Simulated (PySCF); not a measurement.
F5HMo, multiplicity 1. Atoms are numbered in the order given.

```xyz
7

Mo     0.0000     0.0000    -0.0959
F      0.0000     0.0000     1.7957
F      1.2814     1.2814    -0.2869
F     -1.2814     1.2814    -0.2869
F      1.2814    -1.2814    -0.2869
F     -1.2814    -1.2814    -0.2869
H      0.0000     0.0000    -1.8031
```
Charge 0, spin multiplicity 1.

The structure is a stationary point at B3LYP-D3(BJ)/def2-SVP. A frequency run showed that this geometry is not a minimum. The multiplicity is an assumed one; no other spin state was optimised. The structure was generated by enumeration; whether it is a known compound was not checked. The def2 effective core potentials stand for the cores of Mo; spin–orbit coupling is left out.

All values below come from PBE/def2-TZVP (PySCF).

Atomic charges (e):

```json
[
 {"atom": "Mo1", "Mulliken": "1.54", "Löwdin": "0.74"},
 {"atom": "F2", "Mulliken": "-0.35", "Löwdin": "-0.20"},
 {"atom": "F3", "Mulliken": "-0.30", "Löwdin": "-0.12"},
 {"atom": "F4", "Mulliken": "-0.30", "Löwdin": "-0.12"},
 {"atom": "F5", "Mulliken": "-0.30", "Löwdin": "-0.12"},
 {"atom": "F6", "Mulliken": "-0.30", "Löwdin": "-0.12"},
 {"atom": "H7", "Mulliken": "0.00", "Löwdin": "-0.05"}
]
```
